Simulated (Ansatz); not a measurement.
Steps of a relaxation of CH₅NSSi, SMILES `CS[Si]N` with RKS PBE-D4/def2-SVP.

```sh
$ ansatz run in.yaml --threads 4 --pin off --events-out ev --progress --plain --max-ram 10444MiB
```

```yaml
crystal:
  periodic: [false, false, false]
  atoms:
    - {symbol: C, position_ang: [-0.499500, 0.453500, -1.748900]}
    - {symbol: S, position_ang: [0.176900, 0.736100, -0.126900]}
    - {symbol: Si, position_ang: [-0.078400, -1.162100, 0.810600]}
    - {symbol: N, position_ang: [0.728100, -0.864300, 2.344800]}
    - {symbol: H, position_ang: [-0.474900, 1.424200, -2.344300]}
    - {symbol: H, position_ang: [-1.603900, 0.240900, -1.679000]}
    - {symbol: H, position_ang: [0.012900, -0.278600, -2.307900]}
    - {symbol: H, position_ang: [1.647100, -0.525800, 2.207200]}
    - {symbol: H, position_ang: [0.180200, -0.070200, 2.827300]}
basis:
  gaussian: {orbitals: def2-SVP}
hamiltonian: {xc: pbe, dispersion: d4}
relax: {f_tol: 0.03, max_steps: 200}
```

Positions (Å) and forces (eV/Å) along the path, 13 of 13 steps:

```xyz
9
step=1 energy=-21301.6355 eV
C    -0.499    0.454   -1.749   -2.309    2.347   -0.512
S     0.177    0.736   -0.127    0.659    0.629    0.558
Si   -0.078   -1.162    0.811   -0.478   -0.891   -0.447
N     0.728   -0.864    2.345   -2.485    0.705    1.343
H    -0.475    1.424   -2.344    0.240   -0.676    0.515
H    -1.604    0.241   -1.679    0.607   -0.253   -0.075
H     0.013   -0.279   -2.308    0.885   -1.471   -0.915
H     1.647   -0.526    2.207    1.903    0.787   -0.045
H     0.180   -0.070    2.827    0.978   -1.176   -0.421
9
step=2 energy=-21301.8839 eV
C    -0.546    0.488   -1.803   -0.538    0.531   -0.513
S     0.310    0.678   -0.214    0.245    0.262    0.316
Si    0.024   -1.217    0.799   -0.403   -0.281   -0.101
N     0.744   -0.856    2.388   -0.446    0.819    0.404
H    -0.422    1.441   -2.382    0.042   -0.382    0.268
H    -1.644    0.337   -1.660    0.342   -0.059    0.007
H    -0.128   -0.335   -2.401    0.066   -0.218   -0.110
H     1.653   -0.369    2.318   -0.090    0.117    0.163
H     0.098   -0.214    2.939    0.782   -0.789   -0.434
9
step=3 energy=-21301.9896 eV
C    -0.533    0.489   -1.798   -0.149    0.169   -0.399
S     0.334    0.643   -0.196    0.086   -0.089    0.044
Si   -0.081   -1.236    0.826   -0.164    0.201    0.198
N     0.779   -0.838    2.349   -0.124    0.947    0.191
H    -0.369    1.436   -2.364   -0.003   -0.251    0.144
H    -1.629    0.360   -1.653    0.209   -0.021    0.013
H    -0.136   -0.356   -2.397   -0.030    0.059    0.034
H     1.608   -0.208    2.207   -0.672   -0.253    0.247
H     0.114   -0.336    3.009    0.847   -0.762   -0.472
9
step=4 energy=-21302.1157 eV
C    -0.522    0.487   -1.825   -0.103    0.014   -0.168
S     0.363    0.632   -0.228    0.125   -0.141    0.068
Si   -0.191   -1.172    0.874    0.043    0.256    0.368
N     0.812   -0.835    2.335   -0.531    1.226    0.153
H    -0.357    1.431   -2.385    0.012   -0.117    0.075
H    -1.612    0.360   -1.661    0.102   -0.019   -0.016
H    -0.135   -0.361   -2.424   -0.008    0.038   -0.005
H     1.557   -0.104    2.174   -0.710   -0.509    0.357
H     0.174   -0.485    3.122    1.070   -0.747   -0.831
9
step=5 energy=-21302.3329 eV
C    -0.506    0.475   -1.849   -0.057   -0.043   -0.030
S     0.445    0.591   -0.283    0.019   -0.158   -0.021
Si   -0.338   -1.049    0.933    0.250    0.311    0.266
N     0.793   -0.794    2.294   -0.604    0.887    0.359
H    -0.393    1.442   -2.381    0.001   -0.066    0.066
H    -1.582    0.303   -1.641    0.072   -0.002   -0.043
H    -0.116   -0.337   -2.491   -0.002    0.021   -0.009
H     1.511   -0.041    2.200   -0.384   -0.421    0.125
H     0.274   -0.635    3.200    0.704   -0.528   -0.714
9
step=6 energy=-21302.4962 eV
C    -0.489    0.452   -1.850   -0.023    0.100   -0.043
S     0.553    0.606   -0.347   -0.101   -0.252   -0.006
Si   -0.427   -0.871    0.934    0.243    0.203    0.139
N     0.730   -0.739    2.255   -0.421    0.495    0.520
H    -0.451    1.428   -2.372   -0.042   -0.047   -0.017
H    -1.541    0.230   -1.572    0.057   -0.001   -0.069
H    -0.107   -0.337   -2.525    0.010    0.008    0.003
H     1.478   -0.027    2.240   -0.055   -0.191    0.008
H     0.341   -0.789    3.220    0.331   -0.317   -0.535
9
step=7 energy=-21302.5949 eV
C    -0.492    0.444   -1.899   -0.072   -0.019    0.045
S     0.579    0.527   -0.412    0.123    0.020    0.080
Si   -0.497   -0.709    1.028   -0.099   -0.104   -0.103
N     0.691   -0.655    2.301   -0.160    0.230    0.365
H    -0.488    1.444   -2.375    0.005   -0.018    0.009
H    -1.536    0.181   -1.632    0.014   -0.027    0.010
H    -0.097   -0.301   -2.615    0.000    0.012    0.011
H     1.495   -0.018    2.332    0.103   -0.101   -0.018
H     0.435   -0.961    3.255    0.087    0.006   -0.399
9
step=8 energy=-21302.6053 eV
C    -0.490    0.435   -1.893    0.003   -0.081    0.120
S     0.653    0.536   -0.463    0.052   -0.015    0.071
Si   -0.488   -0.619    0.991    0.345    0.139    0.035
N     0.666   -0.553    2.301   -0.670   -0.198   -0.238
H    -0.569    1.433   -2.358   -0.018    0.059   -0.042
H    -1.487    0.111   -1.540   -0.104   -0.007   -0.110
H    -0.107   -0.293   -2.632    0.003    0.013   -0.048
H     1.561   -0.087    2.422    0.281    0.147   -0.078
H     0.350   -1.010    3.155    0.107   -0.057    0.291
9
step=9 energy=-21302.5930 eV rejected
C    -0.482    0.433   -1.865   -0.068    0.190   -0.283
S     0.633    0.493   -0.409   -0.282   -0.145   -0.004
Si   -0.524   -0.722    0.994    0.234    0.190    0.065
N     0.601   -0.520    2.309   -0.021   -0.568    0.942
H    -0.491    1.447   -2.322   -0.038   -0.155    0.056
H    -1.530    0.152   -1.610    0.239    0.031    0.091
H    -0.092   -0.284   -2.615   -0.010    0.007    0.025
H     1.512   -0.040    2.267   -0.183   -0.073    0.075
H     0.462   -1.004    3.232    0.130    0.522   -0.968
9
step=10 energy=-21302.6290 eV
C    -0.485    0.430   -1.892    0.035   -0.008    0.017
S     0.668    0.486   -0.463   -0.024   -0.029    0.030
Si   -0.515   -0.599    1.012    0.091    0.069   -0.019
N     0.632   -0.541    2.319   -0.106   -0.020   -0.088
H    -0.595    1.452   -2.302   -0.004   -0.006    0.001
H    -1.479    0.056   -1.577   -0.030   -0.007   -0.015
H    -0.077   -0.238   -2.674   -0.004    0.015   -0.012
H     1.570   -0.130    2.350    0.001    0.012   -0.022
H     0.369   -0.964    3.210    0.041   -0.026    0.108
9
step=11 energy=-21302.6321 eV
C    -0.479    0.426   -1.892   -0.006    0.003    0.002
S     0.678    0.438   -0.466   -0.017   -0.013    0.005
Si   -0.544   -0.571    1.031    0.022    0.012   -0.019
N     0.619   -0.538    2.322    0.010    0.010    0.004
H    -0.611    1.461   -2.260   -0.003   -0.002    0.010
H    -1.467    0.019   -1.595    0.004    0.000   -0.006
H    -0.060   -0.197   -2.705    0.005   -0.001    0.008
H     1.566   -0.144    2.313   -0.004   -0.007   -0.007
H     0.387   -0.940    3.234   -0.011   -0.002    0.004
9
step=12 energy=-21302.6318 eV rejected
C    -0.479    0.424   -1.893   -0.011    0.003   -0.024
S     0.690    0.421   -0.477   -0.027   -0.021    0.024
Si   -0.546   -0.551    1.032    0.008    0.027   -0.014
N     0.611   -0.523    2.328    0.158    0.019   -0.007
H    -0.633    1.466   -2.236    0.006   -0.040    0.015
H    -1.458   -0.010   -1.599    0.033    0.013   -0.012
H    -0.052   -0.174   -2.722   -0.019    0.022    0.025
H     1.579   -0.175    2.308   -0.128   -0.023   -0.002
H     0.377   -0.924    3.240   -0.021    0.000   -0.004
9
step=13 energy=-21302.6323 eV
C    -0.479    0.425   -1.891    0.007    0.004   -0.009
S     0.684    0.429   -0.471   -0.020   -0.014    0.010
Si   -0.544   -0.564    1.030    0.013    0.010   -0.007
N     0.618   -0.537    2.322    0.018    0.012    0.010
H    -0.620    1.464   -2.246   -0.002   -0.007    0.002
H    -1.464    0.007   -1.597    0.006   -0.001    0.003
H    -0.057   -0.187   -2.711   -0.004    0.007    0.002
H     1.570   -0.154    2.310   -0.013   -0.008   -0.001
H     0.381   -0.928    3.237   -0.005   -0.002   -0.010
```

It took 13 s on 4 threads of an Arm Neoverse V1 on a shared host, with 0.15 GiB of host memory at the peak.
